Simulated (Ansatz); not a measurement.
# Molecular dynamics of C₃H₁₁NSi

Input:

```yaml
crystal:
  periodic: [false, false, false]
  atoms:
    - { symbol: Si, position_ang: [0.001154, -0.001969, 0.036633] }
    - { symbol: "N", position_ang: [-0.001111, -0.221696, 1.794697] }
    - { symbol: H, position_ang: [-0.619875, -0.539656, 2.515802] }
    - { symbol: H, position_ang: [0.863022, 0.118758, 2.186129] }
    - { symbol: C, position_ang: [1.794973, 0.078551, -0.63446] }
    - { symbol: H, position_ang: [2.211042, -0.920567, -0.370334] }
    - { symbol: H, position_ang: [1.725809, 0.125594, -1.794805] }
    - { symbol: H, position_ang: [2.520638, 0.885281, -0.234431] }
    - { symbol: C, position_ang: [-0.941582, 1.583785, -0.573402] }
    - { symbol: H, position_ang: [-1.913226, 1.560166, 0.008135] }
    - { symbol: H, position_ang: [-0.380515, 2.467442, -0.232535] }
    - { symbol: H, position_ang: [-1.143921, 1.699634, -1.618985] }
    - { symbol: C, position_ang: [-0.843947, -1.486189, -0.681636] }
    - { symbol: H, position_ang: [-1.871691, -1.439573, -0.364012] }
    - { symbol: H, position_ang: [-0.83414, -1.505837, -1.772606] }
    - { symbol: H, position_ang: [-0.421744, -2.451603, -0.487534] }
basis:
  gaussian: { orbitals: "6-31G" }
hamiltonian:
  xc: b3lyp
md:
  timestep: 0.5
  n_steps: 100
  ensemble: nve
  temperature: 1000.0
  initial_velocities: maxwell_boltzmann
  seed: 830946
```

Launched with:

```bash
$ ansatz run input.yaml --threads 1 --pin off --max-ram 2048MiB --backend cpu --events-out ev --progress --plain --runs-dir out
```

It goes on from the last frame of an earlier run, with new velocities.

Output, in part (one step line in 2, the closing report, with atoms numbered from 0):

```
md step     0: t =     0.00 fs  T =  1000.0 K  F+E_penalty+E_count = -12657.47704750 eV  E_kin = 1.809640 eV  conserved = -12655.66740752 eV  (24 SCF iters)
md step     2: t =     1.00 fs  T =   930.1 K  F+E_penalty+E_count = -12657.34783992 eV  E_kin = 1.683123 eV  conserved = -12655.66471660 eV  (24 SCF iters)
md step     4: t =     2.00 fs  T =   816.2 K  F+E_penalty+E_count = -12657.13905876 eV  E_kin = 1.476999 eV  conserved = -12655.66205960 eV  (24 SCF iters)
md step     6: t =     3.00 fs  T =   741.3 K  F+E_penalty+E_count = -12657.00375257 eV  E_kin = 1.341500 eV  conserved = -12655.66225256 eV  (24 SCF iters)
md step     8: t =     4.00 fs  T =   709.6 K  F+E_penalty+E_count = -12656.94699207 eV  E_kin = 1.284106 eV  conserved = -12655.66288607 eV  (24 SCF iters)
md step    10: t =     5.00 fs  T =   701.7 K  F+E_penalty+E_count = -12656.93304388 eV  E_kin = 1.269886 eV  conserved = -12655.66315836 eV  (24 SCF iters)
md step    12: t =     6.00 fs  T =   706.6 K  F+E_penalty+E_count = -12656.94203398 eV  E_kin = 1.278620 eV  conserved = -12655.66341417 eV  (24 SCF iters)
md step    14: t =     7.00 fs  T =   724.2 K  F+E_penalty+E_count = -12656.97282051 eV  E_kin = 1.310572 eV  conserved = -12655.66224809 eV  (24 SCF iters)
md step    16: t =     8.00 fs  T =   781.5 K  F+E_penalty+E_count = -12657.07755465 eV  E_kin = 1.414287 eV  conserved = -12655.66326725 eV  (24 SCF iters)
md step    18: t =     9.00 fs  T =   846.9 K  F+E_penalty+E_count = -12657.19801182 eV  E_kin = 1.532495 eV  conserved = -12655.66551690 eV  (24 SCF iters)
md step    20: t =    10.00 fs  T =   854.2 K  F+E_penalty+E_count = -12657.21098778 eV  E_kin = 1.545868 eV  conserved = -12655.66511962 eV  (24 SCF iters)
md step    22: t =    11.00 fs  T =   807.3 K  F+E_penalty+E_count = -12657.12450080 eV  E_kin = 1.460968 eV  conserved = -12655.66353294 eV  (24 SCF iters)
md step    24: t =    12.00 fs  T =   751.6 K  F+E_penalty+E_count = -12657.02271929 eV  E_kin = 1.360076 eV  conserved = -12655.66264377 eV  (24 SCF iters)
md step    26: t =    13.00 fs  T =   715.4 K  F+E_penalty+E_count = -12656.95747176 eV  E_kin = 1.294633 eV  conserved = -12655.66283900 eV  (24 SCF iters)
md step    28: t =    14.00 fs  T =   691.9 K  F+E_penalty+E_count = -12656.91589027 eV  E_kin = 1.252040 eV  conserved = -12655.66384991 eV  (24 SCF iters)
md step    30: t =    15.00 fs  T =   652.0 K  F+E_penalty+E_count = -12656.84387745 eV  E_kin = 1.179838 eV  conserved = -12655.66403962 eV  (24 SCF iters)
md step    32: t =    16.00 fs  T =   597.3 K  F+E_penalty+E_count = -12656.74294009 eV  E_kin = 1.080936 eV  conserved = -12655.66200451 eV  (24 SCF iters)
md step    34: t =    17.00 fs  T =   590.8 K  F+E_penalty+E_count = -12656.73006326 eV  E_kin = 1.069147 eV  conserved = -12655.66091667 eV  (24 SCF iters)
md step    36: t =    18.00 fs  T =   660.0 K  F+E_penalty+E_count = -12656.85810503 eV  E_kin = 1.194352 eV  conserved = -12655.66375324 eV  (24 SCF iters)
md step    38: t =    19.00 fs  T =   726.4 K  F+E_penalty+E_count = -12656.97982826 eV  E_kin = 1.314575 eV  conserved = -12655.66525333 eV  (23 SCF iters)
md step    40: t =    20.00 fs  T =   737.3 K  F+E_penalty+E_count = -12656.99850167 eV  E_kin = 1.334309 eV  conserved = -12655.66419297 eV  (24 SCF iters)
md step    42: t =    21.00 fs  T =   713.4 K  F+E_penalty+E_count = -12656.95455112 eV  E_kin = 1.290936 eV  conserved = -12655.66361517 eV  (24 SCF iters)
md step    44: t =    22.00 fs  T =   678.2 K  F+E_penalty+E_count = -12656.88999746 eV  E_kin = 1.227246 eV  conserved = -12655.66275180 eV  (24 SCF iters)
md step    46: t =    23.00 fs  T =   660.3 K  F+E_penalty+E_count = -12656.85697192 eV  E_kin = 1.194848 eV  conserved = -12655.66212420 eV  (24 SCF iters)
md step    48: t =    24.00 fs  T =   676.3 K  F+E_penalty+E_count = -12656.88716449 eV  E_kin = 1.223936 eV  conserved = -12655.66322877 eV  (24 SCF iters)
md step    50: t =    25.00 fs  T =   696.5 K  F+E_penalty+E_count = -12656.92478132 eV  E_kin = 1.260464 eV  conserved = -12655.66431723 eV  (24 SCF iters)
md step    52: t =    26.00 fs  T =   696.1 K  F+E_penalty+E_count = -12656.92277026 eV  E_kin = 1.259662 eV  conserved = -12655.66310794 eV  (24 SCF iters)
md step    54: t =    27.00 fs  T =   706.9 K  F+E_penalty+E_count = -12656.94221518 eV  E_kin = 1.279280 eV  conserved = -12655.66293545 eV  (24 SCF iters)
md step    56: t =    28.00 fs  T =   736.5 K  F+E_penalty+E_count = -12656.99686943 eV  E_kin = 1.332720 eV  conserved = -12655.66414917 eV  (24 SCF iters)
md step    58: t =    29.00 fs  T =   758.1 K  F+E_penalty+E_count = -12657.03576208 eV  E_kin = 1.371899 eV  conserved = -12655.66386345 eV  (23 SCF iters)
md step    60: t =    30.00 fs  T =   773.3 K  F+E_penalty+E_count = -12657.06379074 eV  E_kin = 1.399312 eV  conserved = -12655.66447916 eV  (24 SCF iters)
md step    62: t =    31.00 fs  T =   765.9 K  F+E_penalty+E_count = -12657.05088735 eV  E_kin = 1.385957 eV  conserved = -12655.66493052 eV  (23 SCF iters)
md step    64: t =    32.00 fs  T =   723.6 K  F+E_penalty+E_count = -12656.97339327 eV  E_kin = 1.309538 eV  conserved = -12655.66385484 eV  (23 SCF iters)
md step    66: t =    33.00 fs  T =   675.0 K  F+E_penalty+E_count = -12656.88431580 eV  E_kin = 1.221428 eV  conserved = -12655.66288762 eV  (24 SCF iters)
md step    68: t =    34.00 fs  T =   646.5 K  F+E_penalty+E_count = -12656.83304579 eV  E_kin = 1.169878 eV  conserved = -12655.66316822 eV  (24 SCF iters)
md step    70: t =    35.00 fs  T =   633.6 K  F+E_penalty+E_count = -12656.80974338 eV  E_kin = 1.146560 eV  conserved = -12655.66318295 eV  (24 SCF iters)
md step    72: t =    36.00 fs  T =   632.9 K  F+E_penalty+E_count = -12656.80914713 eV  E_kin = 1.145395 eV  conserved = -12655.66375216 eV  (24 SCF iters)
md step    74: t =    37.00 fs  T =   623.3 K  F+E_penalty+E_count = -12656.79302146 eV  E_kin = 1.127966 eV  conserved = -12655.66505594 eV  (23 SCF iters)
md step    76: t =    38.00 fs  T =   579.9 K  F+E_penalty+E_count = -12656.71207198 eV  E_kin = 1.049482 eV  conserved = -12655.66259032 eV  (24 SCF iters)
md step    78: t =    39.00 fs  T =   569.2 K  F+E_penalty+E_count = -12656.69131114 eV  E_kin = 1.030111 eV  conserved = -12655.66120000 eV  (24 SCF iters)
md step    80: t =    40.00 fs  T =   630.9 K  F+E_penalty+E_count = -12656.80517026 eV  E_kin = 1.141769 eV  conserved = -12655.66340087 eV  (24 SCF iters)
md step    82: t =    41.00 fs  T =   704.8 K  F+E_penalty+E_count = -12656.94043518 eV  E_kin = 1.275474 eV  conserved = -12655.66496137 eV  (24 SCF iters)
md step    84: t =    42.00 fs  T =   734.2 K  F+E_penalty+E_count = -12656.99399012 eV  E_kin = 1.328628 eV  conserved = -12655.66536181 eV  (24 SCF iters)
md step    86: t =    43.00 fs  T =   705.8 K  F+E_penalty+E_count = -12656.94126656 eV  E_kin = 1.277160 eV  conserved = -12655.66410671 eV  (24 SCF iters)
md step    88: t =    44.00 fs  T =   664.0 K  F+E_penalty+E_count = -12656.86304695 eV  E_kin = 1.201582 eV  conserved = -12655.66146470 eV  (24 SCF iters)
md step    90: t =    45.00 fs  T =   684.3 K  F+E_penalty+E_count = -12656.90029770 eV  E_kin = 1.238400 eV  conserved = -12655.66189817 eV  (24 SCF iters)
md step    92: t =    46.00 fs  T =   748.8 K  F+E_penalty+E_count = -12657.02061222 eV  E_kin = 1.355117 eV  conserved = -12655.66549536 eV  (23 SCF iters)
md step    94: t =    47.00 fs  T =   760.1 K  F+E_penalty+E_count = -12657.04047912 eV  E_kin = 1.375583 eV  conserved = -12655.66489636 eV  (23 SCF iters)
md step    96: t =    48.00 fs  T =   730.6 K  F+E_penalty+E_count = -12656.98424575 eV  E_kin = 1.322052 eV  conserved = -12655.66219395 eV  (24 SCF iters)
md step    98: t =    49.00 fs  T =   732.2 K  F+E_penalty+E_count = -12656.98813223 eV  E_kin = 1.325092 eV  conserved = -12655.66304010 eV  (24 SCF iters)
md step   100: t =    50.00 fs  T =   751.2 K  F+E_penalty+E_count = -12657.02343608 eV  E_kin = 1.359341 eV  conserved = -12655.66409474 eV  (26 SCF iters)
Total energy: -12657.02366831 eV, -465.1370405715 hartree
Atom 0 at     0.035034    -0.028309    -0.057856 Å, force     0.402274     2.561501     2.324396 eV/Å
Atom 1 at    -0.053633     0.024920     1.795368 Å, force     0.005142    -1.453641    -0.264406 eV/Å
Atom 2 at     0.116285    -0.840148     2.379403 Å, force    -0.262355     1.635595    -0.793268 eV/Å
Atom 3 at    -0.653982     0.735944     2.225942 Å, force     0.431714    -0.553002    -0.106462 eV/Å
Atom 4 at     1.869322    -0.110579    -0.609653 Å, force    -1.667311     0.095743    -0.716629 eV/Å
Atom 5 at     1.870985    -0.744578    -1.486981 Å, force     0.544035    -0.537442    -0.118576 eV/Å
Atom 6 at     2.217456     0.833615    -0.918154 Å, force     0.318942     1.669664    -0.618836 eV/Å
Atom 7 at     2.539910    -0.368096     0.159090 Å, force     0.753463    -1.071840     1.084780 eV/Å
Atom 8 at    -1.003700     1.591573    -0.374415 Å, force     1.346977    -0.412629    -3.556804 eV/Å
Atom 9 at    -1.931714     1.457465     0.121142 Å, force    -0.792822     0.585501     1.173082 eV/Å
Atom 10 at    -0.428564     2.533285    -0.333431 Å, force    -0.522575    -0.239232     1.003355 eV/Å
Atom 11 at    -1.318634     1.607366    -1.473118 Å, force     0.333835    -0.283548     0.904533 eV/Å
Atom 12 at    -0.811803    -1.492724    -0.727953 Å, force    -2.292123    -2.592368     1.100211 eV/Å
Atom 13 at    -1.085409    -2.043857     0.259638 Å, force     0.165579     0.421098    -1.592917 eV/Å
Atom 14 at    -1.761025    -1.460709    -1.319520 Å, force     0.628620     0.568255     0.522717 eV/Å
Atom 15 at    -0.172804    -2.165002    -1.270607 Å, force     0.606606    -0.393656    -0.345176 eV/Å
Dipole moment:    -0.118061    -0.130390    -0.089214 e Å
```

The run went to its last step. The conserved energy stayed within 0.41 meV per atom of its start (net change 0.21 meV per atom), so the integration is sound. A run of 0.05 ps of so small a system gives no equilibrium averages. Limits of this set-up: no polarisation functions.

The same pairs are bonded in the first frame and the last. Pairs count as bonded within 1.25 times the sum of covalent radii (0.12 Å more for H–H).

Last frame:

```xyz
16
Properties=species:S:1:pos:R:3
Si 0.035 -0.028 -0.058
N -0.054 0.025 1.795
H 0.116 -0.840 2.379
H -0.654 0.736 2.226
C 1.869 -0.111 -0.610
H 1.871 -0.745 -1.487
H 2.217 0.834 -0.918
H 2.540 -0.368 0.159
C -1.004 1.592 -0.374
H -1.932 1.458 0.121
H -0.429 2.533 -0.333
H -1.319 1.607 -1.473
C -0.812 -1.493 -0.728
H -1.085 -2.044 0.260
H -1.761 -1.461 -1.319
H -0.173 -2.165 -1.271
```

The run took 4.4 min on 1 thread of Intel(R) Xeon(R) 6975P-C (Granite Rapids), on a shared host, peak memory 0.19 GiB.
